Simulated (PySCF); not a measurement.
Compound: C₅H₇P₂ (charge -1).
Atom-mapped SMILES: `[CH3:1][c:2]1[p:3][cH:4][p-:5][c:6]1[CH3:7]`

Structure used (GFN2-xTB), in Å, numbered top down from 1:
```
atom  x, y, z in Å
C1    -1.3609   -1.2100    0.0857
C2     0.0582   -0.7204   -0.0033
P3     1.4045   -1.8475   -0.0895
C4     2.5918   -0.5987   -0.1671
P5     2.0694    1.0448   -0.1339
C6     0.3667    0.6216   -0.0260
C7    -0.6952    1.6848    0.0424
H8    -1.9472   -0.8645   -0.7705
H9    -1.8475   -0.8405    0.9927
H10   -1.3799   -2.2988    0.1022
H11    3.6453   -0.8416   -0.2361
H12   -1.2770    1.5971    0.9645
H13   -1.3907    1.5998   -0.7975
H14   -0.2383    2.6733    0.0141
```

NICS is the negative of the GIAO shielding at a point without a nucleus: at the ring centre (0) and 1 Å above and below it (1); zz is the component along the ring normal. Level: GIAO PBE0/pcSseg-1 (PySCF, non-relativistic, gas phase) on the GFN2-xTB geometry, one conformer.

Ring bond lengths (Å), with Mayer bond orders in brackets: C2–P3 1.758 (1.23), P3–C4 1.725 (1.32), C4–P5 1.725 (1.32), P5–C6 1.758 (1.23), C6–C2 1.377 (1.53).

Problem. What do the NICS probes read (ppm)?

Solution. 
```tsv
ring	type	NICS(0)	NICS(1), two faces	NICS(1)zz, two faces	rms pucker (Å)	centre to ring atoms, mean (Å)
C2–P3–C4–P5–C6	5-membered ring with 2 P; formal bonds all aromatic	-10.4	-10.7 / -10.7	-27.0 / -27.0	0.00	1.41
```

Problem. What can be read from them?

Solution. 
- C2–P3–C4–P5–C6: mean NICS(1)zz -27.0 ppm, shielded.

Problem. And the bond-length index? HOMA = 1 − mean of α(R − Ropt)² over the ring bonds, with Krygowski's 1993 parameters (CC: Ropt 1.388 Å, α 257.7 Å⁻²; CP: Ropt 1.698 Å, α 118.91 Å⁻²).

Solution. 
- C2–P3–C4–P5–C6: HOMA 0.79; the largest term is that of C2–P3, α(R − Ropt)² = 0.43.

Problem. What is the mean of the two in-plane components of NICS at the second NICS(1) probe listed for ring C2–P3–C4–P5–C6, 1 Å off the ring?

Solution. The isotropic value is a third of the trace: (3 × -10.7 − (-27.0))/2 = -2.5 ppm.

Problem. What are the shieldings of the ring atoms and their hydrogens in the same run (means over atoms taken as equivalent)?

Solution. 
| atoms | environment | σ isotropic (ppm) | principal values of the symmetric part, first atom (ppm) |
| --- | --- | --- | --- |
| C2 (×2) | substituted aromatic carbon | 33.6 | -81.4, 37.7, 144.5 |
| P3 (×2) | phosphorus bonded to 2 C | 136.8 | -18.6, 146.5, 282.6 |
| C4 | aromatic CH carbon | 25.3 | -143.3, 52.9, 166.3 |
| H11 | aromatic hydrogen | 23.83 | 21.5, 24.2, 25.7 |
